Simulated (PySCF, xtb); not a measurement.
B(H)2(vinyl) (C₂H₅B), SMILES BC=C.

GFN2-xTB run with xtb at its own geometry gives an orbital gap of 3.48 eV and a dipole moment of 0.95 D.

Geometry optimised at B3LYP-D3(BJ)/def2-TZVP.

### Question
What does B3LYP/def2-TZVPD (PySCF) give? (Estimate from the structure and the level; the computed values follow.)

### Answer
gap 5.94 eV (levels -8.26 and -2.32 eV), dipole 1.33 D.
